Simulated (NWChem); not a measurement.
Species: GeSiH5OCl; SMILES [SiH2]([GeH2][OH])Cl

```xyz
9

O      1.5381    -1.1163    -0.3054
Ge    -0.2522    -1.2935    -0.1334
Si    -0.9929     0.9305     0.3959
Cl     0.6288     1.6662     1.5257
H      1.8316    -0.3986     0.2927
H     -0.6071    -2.2895     1.0124
H     -0.7514    -1.8417    -1.4941
H     -1.1455     1.8142    -0.8097
H     -2.2321     1.0266     1.2411
```
Atoms are numbered in this order, from 1.

All runs: NWChem. Geometry: optimised at PBE-D3(BJ)/def2-SVP. Vzz is the largest principal value of the second derivative of the potential at the nucleus (NWChem prints the opposite sign); η is the asymmetry. Non-relativistic.

Question: Predict the results for PBE/def2-TZVP. Quantities: Vzz O1 (a.u.); η O1; Vzz Ge2 (a.u.); η Ge2; Vzz Cl4 (a.u.); η Cl4.

Answer: 
| Item | Result |
|---|---|
| Vzz O1 (a.u.) | -1.397 |
| η O1 | 0.85 |
| Vzz Ge2 (a.u.) | 1.121 |
| η Ge2 | 0.28 |
| Vzz Cl4 (a.u.) | 2.219 |
| η Cl4 | 0.07 |
